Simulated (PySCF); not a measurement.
F2Mg. Atoms are numbered in the order given.

```xyz
3

Mg     0.0000     0.0000     0.0000
F      0.0000     0.0000    -1.7461
F      0.0000     0.0000     1.7461
```
Charge 0, spin multiplicity 1.

Coordinates come from a PBE0-D3(BJ)/def2-TZVP optimisation. The isomer is the one that the SMILES or the coordinates give; other isomers of the formula were not compared.

These are PySCF with TDDFT-CAM-B3LYP/def2-TZVPD values and carry that method's errors.

Vertical excitations; the highest root listed may be one member of a degenerate set. Isolated molecule, no solvent.

| state | energy (eV) | λ (nm) | f | main pairs |
|---|---|---|---|---|
| S1 | 7.03 | 176 | 0.000 | HOMO−1→LUMO (degenerate set) |
| S2 | 7.03 | 176 | 0.000 | HOMO→LUMO (degenerate set) |
| S3 | 7.20 | 172 | 0.080 | HOMO−3→LUMO (degenerate set) |
| S4 | 7.20 | 172 | 0.080 | HOMO−2→LUMO (degenerate set) |
| S5 | 7.71 | 161 | 0.107 | HOMO−4→LUMO 93 % |
| S6 | 8.26 | 150 | 0.000 | HOMO−5→LUMO 91 % |
| S7 | 9.21 | 135 | 0.000 | HOMO−1→LUMO+1 43 %, HOMO→LUMO+2 43 % |
| S8 | 9.23 | 134 | 0.000 | HOMO−1→LUMO+2, HOMO→LUMO+1 (degenerate set) |
| S9 | 9.23 | 134 | 0.000 | HOMO→LUMO+2, HOMO−1→LUMO+1 (degenerate set) |
| S10 | 9.27 | 134 | 0.000 | HOMO−2→LUMO+1 43 %, HOMO−3→LUMO+2 43 % |
| T1 | 6.81 | 182 | 0 | HOMO−1→LUMO (degenerate set) |
| T2 | 6.81 | 182 | 0 | HOMO→LUMO (degenerate set) |
| T3 | 6.90 | 180 | 0 | HOMO−3→LUMO (degenerate set) |
| T4 | 6.90 | 180 | 0 | HOMO−2→LUMO (degenerate set) |
Triplets are in the Tamm–Dancoff approximation, which puts them higher than full response would, so one can lie above its singlet here.
